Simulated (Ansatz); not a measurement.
`CNBB(O)S` + `C[CH2][GeH3]` → `CCB(O)S` + `CN[BH][GeH3]`  (redistribution)

Gas-phase electronic energies from Ansatz, PBE0-D4/def2-TZVP geometries. CCSD(T)/CBS is the MP2 limit (def2-TZVPP, def2-QZVPP) plus CCSD(T) − MP2 in def2-TZVPP, frozen cores. DFT in def2-TZVPP. B3LYP here is the variant with VWN-RPA as its local correlation; programs differ in this. For Ge outer-core shells are correlated without core-valence functions, which leaves a few kJ/mol of doubt a bond. Scalar relativity is left out up to krypton. Each species was taken in one conformer, which may not be the lowest.

Is it downhill or uphill in electronic energy at CCSD(T)/CBS, and by how much? (An estimate is asked.)

Computed: Downhill: ΔE = -32.2 kJ/mol.

What do these levels give: PBE-D4, r2SCAN-D4, PBE0-D4, B3LYP-D4, ωB97M-V, B2PLYP, r2SCAN, B3LYP, HF/def2-TZVPP, CCSD(T)/def2-TZVPP, MP2/CBS(def2), CCSD/CBS(def2)? (Best estimate.)

Ansatz gave: PBE-D4 -31.3, r2SCAN-D4 -34.1, PBE0-D4 -33.7, B3LYP-D4 -31.3, ωB97M-V -34.2, B2PLYP -30.0, r2SCAN -33.9, B3LYP -30.0, HF/def2-TZVPP -31.2, CCSD(T)/def2-TZVPP -30.5, MP2/CBS(def2) -32.2, CCSD/CBS(def2) -32.8 kJ/mol.

Largest T1 diagnostic among the species: 0.014.
